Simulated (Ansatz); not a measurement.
Consider the substitution at a C–As bond: `CC[AsH]N` + `Cl[SiH2][NH][GeH3]` → `CC[N]([GeH3])[SiH2]Cl` + `N[AsH2]`.

Computed with Ansatz on PBE0-D4/def2-TZVP structures; ΔE is electronic, products minus reactants. CBS: MP2 limit from def2 TZ/QZ plus the TZ coupled-cluster correction, frozen cores. DFT in def2-TZVPP. For As, Ge outer-core shells are correlated without core-valence functions, which leaves a few kJ/mol of doubt a bond. Scalar relativity is left out up to krypton. One conformer a species, not always the lowest.

```csv
level,ΔE (kcal/mol)
r2SCAN,12.3
CCSD/def2-TZVPP,11.9
```

Problem. What does CCSD(T)/CBS give? (Best estimate.)

Solution. Ansatz gave: +11.9 kcal/mol. The listed levels differ from it by 0.4, 0.0 kcal/mol.

Largest T1 diagnostic among the species: 0.011.

The D4 term adds −2.2 kcal/mol with B3LYP and −1.3 kcal/mol with PBE0; it sums over pairs of atoms, weighted by their polarisabilities, and B3LYP, whose exchange is more repulsive, gets the larger term.

B3LYP here is the variant with VWN-RPA as its local correlation; programs differ in this.
